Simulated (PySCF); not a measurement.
Compound: C2H9BClN.
SMILES: `CC[B@H-]([NH3+])Cl`

Jobs on this species (14 atoms, 50 electrons) with PySCF (density fitting). Hardware of each: an Intel Xeon Platinum 8488C with one thread, no GPU, on a shared host. The host was shared with other jobs, so the times are rough. Peak memory is the resident size of the whole Python process, interpreter and libraries included.

```
level and settings                                     work  basis functions  SCF cycles  wall time  peak memory
    B3LYP/pcSseg-1                               shieldings              137           ?          ?            ?
      LDA/pcSseg-1                               shieldings              137           ?          ?            ?
CAM-B3LYP/pcSseg-1                               shieldings              137          12       15 s     0.74 GiB
     WP04/pcSseg-1                               shieldings              137          12       12 s     0.74 GiB
  PBE0/aug-cc-pVDZ  shieldings, charges and field gradients              200          12       21 s     0.90 GiB
      KT2/pcSseg-1                               shieldings              137          13       15 s     0.76 GiB
      KT3/pcSseg-1                               shieldings              137          13       15 s     0.76 GiB
        PBE0/6-31G  shieldings, charges and field gradients               67          12      6.0 s     0.46 GiB
     PBE0/def2-SVP  shieldings, charges and field gradients              119          12       10 s     0.65 GiB
```

Task: Fill in the missing figures.

Result: 
- B3LYP/pcSseg-1; shieldings: 10 s, 0.74 GiB, 12 SCF cycles
- LDA/pcSseg-1; shieldings: 13 s, 0.70 GiB, 13 SCF cycles

Task: What do all jobs in the table cost together?

Result: About 1.9 min; the longest takes about 18 % of that, and about 3.5 times as long as the shortest.
